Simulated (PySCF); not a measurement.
C5H11ClO2S.
Atom-mapped SMILES: `[CH3:1][CH:2]([CH3:3])[C@@H:4]([CH3:5])[S:6](=[O:7])(=[O:8])[Cl:9]` (hydrogens: H10, H11, H12 on C1; H13 on C2; H14, H15, H16 on C3; H17 on C4; H18, H19, H20 on C5)

The same species was optimised twice, with GFN2-xTB and with PBE0-D3(BJ)/def2-SVP (PySCF), and the same property calculations (PySCF, gas phase) were run on both structures.

| coordinate | GFN2-xTB | PBE0-D3(BJ)/def2-SVP | change |
| --- | --- | --- | --- |
| S6–Cl9 (Å) | 2.043 | 2.113 | +0.070 |
| S6=O8 (Å) | 1.428 | 1.450 | +0.022 |
| S6=O7 (Å) | 1.428 | 1.448 | +0.020 |
| C2–C4 (Å) | 1.526 | 1.540 | +0.014 |
| C4–C5 (Å) | 1.507 | 1.514 | +0.007 |
| C1–C2 (Å) | 1.530 | 1.526 | -0.004 |
| C2–C3 (Å) | 1.526 | 1.524 | -0.002 |
| C4–S6 (Å) | 1.822 | 1.820 | -0.002 |
| C5–C4–S6 (°) | 106.2 | 109.3 | +3.1 |
| O7–S6–O8 (°) | 118.3 | 121.1 | +2.8 |
| C2–C4–S6 (°) | 105.7 | 108.0 | +2.3 |
| C4–S6–O8 (°) | 112.7 | 110.9 | -1.8 |
| C3–C2–C4 (°) | 112.0 | 113.7 | +1.7 |
| C4–S6–Cl9 (°) | 100.8 | 99.3 | -1.5 |
| C4–S6–O7 (°) | 111.1 | 109.9 | -1.2 |
| C1–C2–C4 (°) | 110.6 | 109.4 | -1.2 |
| C1–C2–C4–C5 (°) | 76 | 70 | -6 |
| C2–C4–S6–O7 (°) | 51 | 49 | -2 |

Rotational constants: A = 2018, B = 820.6, C = 762.6 MHz (GFN2-xTB) against A = 1932, B = 805.1, C = 741.2 MHz (PBE0-D3(BJ)/def2-SVP). Point groups within 0.08 Å: C1 and C1.

On the GFN2-xTB structure: HOMO (eV) -8.92 [PBE0/pcSseg-1]; LUMO (eV) -1.26 [PBE0/pcSseg-1]; dipole (D) 4.53 [PBE0/pcSseg-1]; GIAO shielding of C1 (ppm) 164.9 [PBE0/pcSseg-1]; GIAO shielding of C2 (ppm) 157.3 [PBE0/pcSseg-1]; GIAO shielding of C3 (ppm) 168.8 [PBE0/pcSseg-1]; GIAO shielding of C4 (ppm) 101.7 [PBE0/pcSseg-1]; GIAO shielding of C5 (ppm) 177.8 [PBE0/pcSseg-1]; GIAO shielding of S6 (ppm) 136.3 [PBE0/pcSseg-1]; GIAO shielding of O7 (ppm) 45.3 [PBE0/pcSseg-1]; GIAO shielding of O8 (ppm) 39.3 [PBE0/pcSseg-1].

Question: What do these properties become on the PBE0-D3(BJ)/def2-SVP structure?

Answer: 
```json
{"property": "HOMO (eV)", "level": "PBE0/pcSseg-1", "on GFN2-xTB": "-8.92", "on PBE0-D3(BJ)/def2-SVP": "-9.00", "change": "-0.08"}
{"property": "LUMO (eV)", "level": "PBE0/pcSseg-1", "on GFN2-xTB": "-1.26", "on PBE0-D3(BJ)/def2-SVP": "-1.86", "change": "-0.60"}
{"property": "dipole (D)", "level": "PBE0/pcSseg-1", "on GFN2-xTB": "4.53", "on PBE0-D3(BJ)/def2-SVP": "4.60", "change": "+0.07"}
{"property": "energy, GFN2-xTB geometry as zero (kcal/mol)", "level": "PBE0/pcSseg-1", "on GFN2-xTB": "0.0", "on PBE0-D3(BJ)/def2-SVP": "-4.2", "change": "-4.2"}
{"property": "GIAO shielding of C1 (ppm)", "level": "PBE0/pcSseg-1", "on GFN2-xTB": "164.9", "on PBE0-D3(BJ)/def2-SVP": "162.0", "change": "-2.9"}
{"property": "GIAO shielding of C2 (ppm)", "level": "PBE0/pcSseg-1", "on GFN2-xTB": "157.3", "on PBE0-D3(BJ)/def2-SVP": "154.3", "change": "-3.0"}
{"property": "GIAO shielding of C3 (ppm)", "level": "PBE0/pcSseg-1", "on GFN2-xTB": "168.8", "on PBE0-D3(BJ)/def2-SVP": "167.1", "change": "-1.7"}
{"property": "GIAO shielding of C4 (ppm)", "level": "PBE0/pcSseg-1", "on GFN2-xTB": "101.7", "on PBE0-D3(BJ)/def2-SVP": "96.8", "change": "-4.9"}
{"property": "GIAO shielding of C5 (ppm)", "level": "PBE0/pcSseg-1", "on GFN2-xTB": "177.8", "on PBE0-D3(BJ)/def2-SVP": "175.7", "change": "-2.1"}
{"property": "GIAO shielding of S6 (ppm)", "level": "PBE0/pcSseg-1", "on GFN2-xTB": "136.3", "on PBE0-D3(BJ)/def2-SVP": "103.1", "change": "-33.2"}
{"property": "GIAO shielding of O7 (ppm)", "level": "PBE0/pcSseg-1", "on GFN2-xTB": "45.3", "on PBE0-D3(BJ)/def2-SVP": "10.5", "change": "-34.8"}
{"property": "GIAO shielding of O8 (ppm)", "level": "PBE0/pcSseg-1", "on GFN2-xTB": "39.3", "on PBE0-D3(BJ)/def2-SVP": "-0.3", "change": "-39.6"}
```

The heavy atoms differ by 0.069 Å rms after alignment. Among bonds between heavy atoms S6–Cl9 changes most (+0.070 Å). Changes are differences of the printed values. Neither structure is proved a minimum here.

Conformer computed: `[CH3:1][CH:2]([CH3:3])[C@@H:4]([CH3:5])[S:6](=[O:7])(=[O:8])[Cl:9]`: C1–C2–C4–C5 70°, C2–C4–S6–O7 49°.
